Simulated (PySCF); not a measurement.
o-toluidine, C7H9N.
SMILES with atom numbers: `[CH3:1][c:2]1[cH:3][cH:4][cH:5][cH:6][c:7]1[NH2:8]` (hydrogens: H9, H10, H11 on C1; H12 on C3; H13 on C4; H14 on C5; H15 on C6; H16, H17 on N8)

A PySCF run (density fitting, gas phase, GFN2-xTB geometry) gave HOMO -8.26 eV, LUMO 2.26 eV, dipole 1.75 D.

Problem. Which of these levels was it?
A. PBE0/pcSseg-1
B. PBE/pcSseg-1
C. PBE0/def2-SVPD
D. LC-wPBE/pcSseg-1
E. BHandHLYP/6-31++G**

Solution. D. It is LC-wPBE/pcSseg-1. All candidates on this geometry:

| level and settings | kind | basis functions | SCF cycles | E (Eh) | HOMO (eV) | LUMO (eV) | dipole (D) |
| --- | --- | --- | --- | --- | --- | --- | --- |
| PBE/pcSseg-1 | GGA | 181 | 14 | -326.4602 | -4.79 | -0.71 | 1.95 |
| PBE0/def2-SVPD | global hybrid | 232 | 13 | -326.3189 | -5.86 | 0.08 | 1.71 |
| PBE0/pcSseg-1 | global hybrid | 181 | 13 | -326.4914 | -5.81 | 0.17 | 1.84 |
| BHandHLYP/6-31++G** | global hybrid | 198 | 12 | -326.7394 | -6.64 | 0.19 | 1.63 |
| LC-wPBE/pcSseg-1, grid level 3, energy threshold 1e-08 Eh | range-separated hybrid | 181 | 10 | -326.6562 | -8.26 | 2.26 | 1.75 |

The nearest other candidate, by the summed differences of HOMO and LUMO, is BHandHLYP/6-31++G**: its HOMO differs by +1.62 eV and its LUMO by -2.07 eV. Cycle counts include a coarse-grid stage where the run had one. All basis functions are spherical, in the Pople sets too.

The values belong to the conformer `[CH3:1][c:2]1[cH:3][cH:4][cH:5][cH:6][c:7]1[NH2:8]`: H–N8–C7–C6 155°, H–N8–C7–C6 19°.
